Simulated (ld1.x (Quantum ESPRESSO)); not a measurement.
Co: one change to a TM potential, before and after

| Item | Value |
| --- | --- |
| Element | Co |
| Generator | ld1.x (Quantum ESPRESSO) 7.5 |
| Type | norm-conserving Troullier–Martins (Kleinman–Bylander form) |
| Functional | PBE |
| Relativity | scalar-relativistic |
| Frozen core | [Ar] |
| Valence charge | 9 |
| Reference configuration | 3d7 4s2 4p0 |
| Partial waves | 4s (bound): rc 2.15 bohr; 4p (bound, empty): rc 2.45 bohr; 3d (bound): rc 1.60 bohr |
| Local potential | all-electron potential smoothed inside 2.10 bohr (lloc = -1) |
| Core correction | a·sin(br)/r model core, default radius (core density twice the valence density) |

All-electron outer shells of the reference configuration (PBE, scalar-relativistic, ld1.x):

```tsv
shell	level (eV)	outermost node (bohr)	outermost maximum (bohr)
3s	-102.40	0.31	0.66
3p	-65.64	0.28	0.68
3d	-8.20	–	0.66
4s	-5.47	0.96	2.32
4p	-1.28	1.05	3.25
```

Change: local potential the s channel.

Cutoffs: the cutoffs (Ry, on a coarse ladder) from which the occupation-weighted sum of valence levels, in a spherical-Bessel basis at the reference potential, stays within 10 and 1 mRy of its value at 400 Ry; they do not see the model core or the augmentation charge, which bear on the density cutoff. Errors are all-electron minus pseudo energies relative to the spin-unpolarised reference configuration.

Question: How do hardness, ghosts and transferability respond?

Answer: The potential gets neither clearly harder nor softer (100 Ry and 180 Ry → 100 Ry and 180 Ry); of the 7 tests that both files solve, the error grows in 6 and shrinks in 0 by more than 15 % and 0.3 meV (median size 39.1 → 40.4 meV); the range in which the s phases agree widens (upper end 1.6 → 2.7); the range in which the p phases agree widens (upper end 2.3 → at the end of the scan); neither file shows a bound ghost.

```csv
quantity,base,changed
"cutoff, loose",100 Ry,100 Ry
"cutoff, tight",180 Ry,180 Ry
bound ghosts,none,none
"error for 3d7 4s1 4p0, meV [ΔE 9.03 eV]",-5.6,-6.5
"error for 3d7 4s0 4p0, meV [ΔE 25.82 eV]",-39,-40
"error for 3d6 4s0 4p0, meV [ΔE 61.69 eV]",-234,-412
"error for 3d6 4s2 4p1, meV [ΔE 9.66 eV]",-218,-373
"error for 3d7.5 4s1.5 4p0, meV [ΔE -0.96 eV]",-42,-66
"error for 3d7 4s1 4p1, meV [ΔE 4.35 eV]",-1.6,-2.1
"error for 3d7 4s0 4p2, meV [ΔE 8.98 eV]",-5.9,-8.3
s: phases at 2.65 bohr within 0.05 rad from the reference energy up to (Ry; the scan ends near 5),1.6,2.7
p: phases at 2.65 bohr within 0.05 rad from the reference energy up to (Ry; the scan ends near 5),2.3,to the end of the scan
d: phases at 2.65 bohr within 0.05 rad from the reference energy up to (Ry; the scan ends near 5),0.9,0.5
```
